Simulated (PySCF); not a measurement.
C3H5NO2. Atoms are numbered in the order given.

```xyz
11

C      1.3212    -0.1036     0.2166
N      0.8986     1.0778     0.0573
C     -0.4974     1.2567    -0.2438
O     -1.1624     0.0539    -0.6014
C     -0.8200    -0.9642     0.2691
O      0.5765    -1.2321     0.2242
H      2.3857    -0.3211     0.3753
H     -0.5984     1.9263    -1.1104
H     -0.9972     1.7324     0.6234
H     -1.3339    -1.8832    -0.0396
H     -1.0821    -0.7068     1.3163
```
Charge 0, spin multiplicity 1.

The structure is a stationary point at ωB97X-D3(BJ)/def2-SVP. The values are those of a single conformer.

Vertical ionisation energy (IE) and electron affinity (EA) in eV. Rows of orbital energies are one-electron estimates. Where ΔSCF, EOM or ADC give a negative EA the extra electron is unbound and the value depends on the basis.

| level | IE | EA |
|---|---|---|
| −ε(HOMO), −ε(LUMO), M06-2X/def2-TZVP (PySCF) | 9.01 | -1.06 |
| −ε(HOMO), −ε(LUMO), PBE/def2-TZVP (PySCF) | 6.11 | 0.95 |
